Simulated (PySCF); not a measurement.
Compound: C₂H₃N₃SSi.
SMILES: `N#C[Si](N)(S)C#N`

Method used: TDDFT PBE0/def2-SVPD, vertical, gas phase, core orbitals frozen in the response in PySCF 2.14.0, density-fitted response routines. Geometry: GFN2-xTB, one conformer, isolated molecule. Torsions of this conformer, `[N:1]#[C:2][Si:3]([NH2:4])([SH:5])[C:6]#[N:7]`: H–N4–Si3–C2 -94°, H–N4–Si3–C2 61°, H–S5–Si3–C2 -42°.

| state | E (eV) | E (kJ/mol) | λ (nm) | f | main configurations (H = HOMO, L = LUMO) |
| --- | --- | --- | --- | --- | --- |
| S1 | 5.30 | 512 | 233.8 | 0.017 | H→L (97%) |
| S2 | 5.84 | 563 | 212.4 | 0.0033 | H→L+1 (93%) |
| S3 | 5.89 | 568 | 210.6 | 0.011 | H-1→L (94%) |
| S4 | 6.35 | 613 | 195.2 | 0.015 | H-1→L+1 (96%) |
| S5 | 6.53 | 630 | 189.8 | 0.016 | H→L+2 (90%) |
| S6 | 6.70 | 647 | 184.9 | 0.0001 | H-3→L (86%) |
| S7 | 6.84 | 660 | 181.2 | 0.013 | H-2→L (42%), H-2→L+1 (19%), H-5→L (12%) |
| S8 | 7.09 | 684 | 175.0 | 0.017 | H-5→L (27%), H-2→L (24%), H-5→L+1 (12%) |

Triplets (Tamm–Dancoff): T1 4.99 eV, H→L (90%); T2 5.54 eV, H-1→L (69%); T3 5.67 eV, H→L+1 (67%).

The lowest singlet lies at 5.30 eV (234 nm, ultraviolet) and is weak; its leading configuration is HOMO→LUMO (97%). The largest oscillator strength of a single state is 0.017. Löwdin shares by element: HOMO sulfur 75%, silicon 7%, hydrogen 6% or more, nitrogen 4% or more; LUMO carbon 29%, silicon 22%, sulfur 16% (atoms not listed hold the other 34%). The oscillator strengths of these states sum to 0.092; summed over the whole spectrum of an exact calculation they would give the number of electrons, 66 (Thomas–Reiche–Kuhn). Weighted by f, the mean energy of these states is 6.32 eV. Orbital energies (eV): HOMO-3 -10.35, HOMO-2 -10.10, HOMO-1 -9.14, HOMO -8.51, LUMO -1.93, LUMO+1 -1.46, LUMO+2 -0.45. The window holds the lowest 8 singlets.
